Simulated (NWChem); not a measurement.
Species: C3H4ClF; SMILES F[C@@H]1C[C@H]1Cl

```xyz
9

F      0.6289     2.1449     0.1027
C      0.1304     1.0019    -0.4211
C     -1.2568     0.5971    -0.0530
C     -0.0726    -0.1508     0.4948
Cl     0.2807    -1.7797    -0.0534
H      0.4943     0.8051    -1.4349
H     -1.7978     1.2323     0.6536
H     -1.8686     0.1131    -0.8183
H      0.1804     0.0058     1.5465
```
Atoms are numbered in this order, from 1.

Level: PBE0/def2-SVP (NWChem), optimised geometry, unscaled harmonic frequencies. 

### Question
List the harmonic frequencies with IR intensities, and the thermochemistry.

### Answer
```json
[
 {"frequency (cm⁻¹)": "231", "IR intensity (km/mol)": "3.4"},
 {"frequency (cm⁻¹)": "266", "IR intensity (km/mol)": "7.0"},
 {"frequency (cm⁻¹)": "372", "IR intensity (km/mol)": "3.9"},
 {"frequency (cm⁻¹)": "445", "IR intensity (km/mol)": "3.1"},
 {"frequency (cm⁻¹)": "710", "IR intensity (km/mol)": "19.2"},
 {"frequency (cm⁻¹)": "830", "IR intensity (km/mol)": "9.1"},
 {"frequency (cm⁻¹)": "932", "IR intensity (km/mol)": "12.8"},
 {"frequency (cm⁻¹)": "989", "IR intensity (km/mol)": "29.2"},
 {"frequency (cm⁻¹)": "1004", "IR intensity (km/mol)": "14.3"},
 {"frequency (cm⁻¹)": "1056", "IR intensity (km/mol)": "16.0"},
 {"frequency (cm⁻¹)": "1086", "IR intensity (km/mol)": "1.2"},
 {"frequency (cm⁻¹)": "1100", "IR intensity (km/mol)": "6.1"},
 {"frequency (cm⁻¹)": "1205", "IR intensity (km/mol)": "79.4"},
 {"frequency (cm⁻¹)": "1230", "IR intensity (km/mol)": "23.9"},
 {"frequency (cm⁻¹)": "1278", "IR intensity (km/mol)": "6.5"},
 {"frequency (cm⁻¹)": "1391", "IR intensity (km/mol)": "7.8"},
 {"frequency (cm⁻¹)": "1492", "IR intensity (km/mol)": "49.3"},
 {"frequency (cm⁻¹)": "3160", "IR intensity (km/mol)": "0.1"},
 {"frequency (cm⁻¹)": "3196", "IR intensity (km/mol)": "4.5"},
 {"frequency (cm⁻¹)": "3215", "IR intensity (km/mol)": "2.6"},
 {"frequency (cm⁻¹)": "3267", "IR intensity (km/mol)": "0.3"}
]
```

The zero-point energy comes out as 40.7 kcal/mol. The thermal correction to the enthalpy at 298.15 K (with zero-point energy) comes out as 44.3 kcal/mol and the heat capacity Cv is 16.6 cal/(mol K). The entropy at 298.15 K and 1 atm (symmetry number 1) is 72.3 cal/(mol K) and the dipole moment comes out as 1.11 D.

Rigid rotor and harmonic oscillator.
